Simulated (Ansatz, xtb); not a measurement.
## CH5AlGe: where a starting geometry ends

The starting geometry of this gas-phase singlet was built from a drawn formula by distance geometry and a force field; its bonds are those of `[CH][GeH2][AlH2]`.

```xyz
8

C    -1.6173   -1.6137    1.0428
Al    0.2353    1.2146   -0.1515
Ge   -0.2522   -0.4069    1.6509
H    -2.5441   -1.0453    0.7869
H     1.0577   -1.1444    1.9780
H    -0.7275    0.3629    2.8571
H     0.8011    0.6984   -1.6061
H     0.0333    2.8030    0.0893
```

Question: Predict what it relaxes into with r2SCAN-D4/def2-SVP.

Answer: It rearranges to `[AlH2][CH]=[GeH2]`. Contacts that open: Al2–Ge3 (2.47 → 3.22 Å). Contacts that close: C1–Al2 (3.59 → 1.92 Å).

The energy falls by 3.39 eV over 22 steps:

| step | E − E(last) (eV) |
| --- | --- |
| 1 | 3.386 |
| 3 | 3.161 |
| 6 | 2.558 |
| 8 | 1.437 |
| 10 | 0.739 |
| 13 | 0.283 |
| 15 | 0.130 |
| 17 | 0.038 |
| 20 | 0.000 |
| 22 | 0.000 |

Final geometry (Å):

```xyz
8

C    -1.1175    0.2475    0.9670
Al   -0.2549    0.9466   -0.5944
Ge   -0.2063   -0.7504    2.1397
H    -2.1725    0.4163    1.2262
H     1.2739   -1.0765    1.9342
H    -0.7846   -1.3596    3.4244
H     1.2879    0.6033   -0.7982
H    -1.0397    1.8414   -1.6516
```

From the same start GFN2-xTB reaches the same bonding as this run.

The end wasn't checked by frequencies. Run with Ansatz 0.2.0, 21 s on 2 threads of Intel(R) Xeon(R) 6975P-C (Granite Rapids), with other jobs on the host.
